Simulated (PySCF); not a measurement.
## Computed spin Hamiltonian

Species: C7H6F (doublet state).
Numbering: `[CH:1]#[C:2][C:3]1[CH2:4][C@@:5]12[CH2:6][C@H:7]2[F:8]` (hydrogens: H9 on C1; H10, H11 on C4; H12, H13 on C6; H14 on C7)

Method: UKS B3LYP, pcH-1 on C F H, non-relativistic, mean-field spin-orbit, GIAO (PySCF 2.14.0). Isolated species at its GFN2-xTB geometry, gas phase. A GFN2-xTB geometry isn't a minimum of the functional, and hyperfine couplings can be far from their values at a DFT geometry. No stability test was run, so a lower SCF solution isn't excluded.

* g1, g2, g3: 2.00236, 2.00285, 2.00337
* g_iso: 2.00286
* Form of g: rhombic: the two nearest values differ by 49 % of g3 − g1
* ⟨S²⟩: 0.7683 (exact 0.7500)
* α and β electrons: 29, 28
* HOMO–LUMO gap, α and β orbitals: 5.63, 4.62 eV

Isotropic coupling and dipolar principal values T1 to T3, in 10⁻⁴ cm⁻¹; ρ(0) is the spin density at the nucleus (1 × 10⁻⁴ cm⁻¹ = 2.998 MHz):

| atom | isotope | a_iso | T1 | T2 | T3 | Mulliken spin population | ρ(0) (bohr⁻³) |
| --- | --- | --- | --- | --- | --- | --- | --- |
| C1 | 13C | 15.1 | -15.0 | -11.0 | 26.0 | 0.55 | 0.0403 |
| C2 | 13C | -22.0 | -6.9 | -0.5 | 7.4 | -0.24 | -0.0588 |
| C3 | 13C | 23.1 | -20.3 | -18.6 | 38.9 | 0.67 | 0.0616 |
| C4 | 13C | -7.3 | -1.2 | 0.2 | 1.0 | -0.05 | -0.0193 |
| C5 | 13C | -10.2 | -1.0 | -0.5 | 1.5 | -0.06 | -0.0273 |
| C6 | 13C | 9.1 | -1.8 | -1.8 | 3.7 | 0.05 | 0.0242 |
| C7 | 13C | 10.0 | -2.0 | -1.9 | 4.0 | 0.05 | 0.0268 |
| F8 | 19F | 1.1 | -4.8 | -3.2 | 7.9 | 0.00 | 0.0008 |
| H9 | 1H | -14.1 | -6.6 | -0.5 | 7.2 | -0.02 | -0.0095 |
| H10 | 1H | 18.6 | -1.0 | -0.9 | 1.9 | 0.02 | 0.0124 |
| H11 | 1H | 18.8 | -1.0 | -0.9 | 1.9 | 0.02 | 0.0126 |
| H12 | 1H | -1.4 | -1.1 | -0.1 | 1.3 | 0.00 | -0.0009 |
| H13 | 1H | 1.4 | -1.0 | -0.2 | 1.3 | 0.00 | 0.0009 |
| H14 | 1H | 2.4 | -1.0 | -0.3 | 1.3 | 0.00 | 0.0016 |

The largest Mulliken spin populations are on C3 (+0.67), C1 (+0.55) and C2 (-0.24). The positive populations add up to 1.38 and the negative ones to -0.38, together 2S = 1. The angles at C3 add up to 360.0°, so it is planar.

Axes: g3 points within 12° of the C3–C4 bond.

Under fast tumbling the dipolar parts average out, and these isotropic splittings remain (the largest six): 1 × 1H (H11, I = 1/2, 2 lines) with 2.01 mT, 1 × 1H (H10, I = 1/2, 2 lines) with 1.99 mT, 1 × 1H (H9, I = 1/2, 2 lines) with 1.51 mT, 1 × 1H (H14, I = 1/2, 2 lines) with 0.25 mT, 1 × 1H (H13, I = 1/2, 2 lines) with 0.15 mT and 1 × 1H (H12, I = 1/2, 2 lines) with 0.15 mT.

The 13C coupling of C3 (69.2 MHz) shows only in satellite lines or after enrichment, since that isotope makes up about 1.07 % of natural carbon.

The run took 48 s (with the writing of density and orbital grids) on Arm Neoverse V2, one thread, shared host with 96 logical CPUs at a one-minute load of 39, and the process peaked at 0.96 GiB of memory.
